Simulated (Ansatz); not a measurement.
Problem. Name a neutral molecule of N, O, S, Sn and H with size of the dipole moment (B3LYP/def2-TZVPP) between 1.25 and 1.55 D and size of the dipole moment (ωB97M-V/def2-TZVPP) between 1.30 and 1.60 D (Ansatz, PBE0-D4/def2-TZVP geometry).

Solution. `[NH2][SnH]([OH])[SH]` (1.36 D, 1.40 D). Other molecules can fit too; these were computed, each in one conformer that needn't be the lowest.

B3LYP here is the variant with VWN-RPA as its local correlation; programs differ in this.
